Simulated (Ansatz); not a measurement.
Molecule: sum formula H4BSiO, net charge 0, doublet state. It need not be the lowest isomer of its formula. 
Geometry from a B3LYP-D3(BJ)/def2-TZVP (Ansatz, a quantum-chemistry and plane-wave program) optimisation:
```xyz
7

O      1.7995    -0.4804     0.2395
B      0.8358     0.3859    -0.0750
Si    -1.1597     0.1237    -0.0975
H      2.7027    -0.1440     0.1831
H     -1.6638    -1.2240     0.2886
H     -1.6301     0.4243    -1.4721
H     -1.7482     1.1263     0.8242
```
Charge 0, spin multiplicity 2.

Total electronic energies in hartree. Cores are frozen in the correlated levels unless marked. UHF or UKS for open shells. No spin-orbit coupling. No relativistic terms. CBS(X,Y): correlation extrapolated as X^-3; Hartree-Fock from the larger set.

| level | program | energy (Eh) |
|---|---|---|
| RI-HF/cc-pV(T+d)Z | Ansatz | -390.83994 |
| revPBE/def2-TZVPD | Ansatz | -391.89078 |
| B3LYP-D4/def2-TZVPD | Ansatz + dftd4 | -392.01837 |
| PBE0/def2-TZVPD | Ansatz | -391.73941 |
| BHLYP-D3(BJ)/def2-TZVPD | Ansatz + dftd3 | -391.93890 |
| BHLYP-D4/def2-TZVPD | Ansatz + dftd4 | -391.93778 |
| LC-wPBE/def2-TZVPD | Ansatz | -391.82379 |
| wB97M-V/def2-TZVPD | Ansatz | -391.91108 |
| MP2/STO-3G | Ansatz | -386.21274 |
| MP2/cc-pV(T+d)Z | Ansatz | -391.28198 |
| RI-MP2/CBS(cc-pV(T+d)Z,cc-pV(Q+d)Z) | Ansatz | -391.3511 |
| SCS-MP2/STO-3G | Ansatz | -386.22230 |
| SCS-MP2/6-31G* | Ansatz | -391.07097 |
| CCSD/cc-pwCVTZ | Ansatz | -391.32470 |
| CCSD(T)/CBS(cc-pV(T+d)Z,cc-pV(Q+d)Z) | Ansatz | -391.3982 |

Totals of different functionals don't rank their quality; only differences between species are comparable.
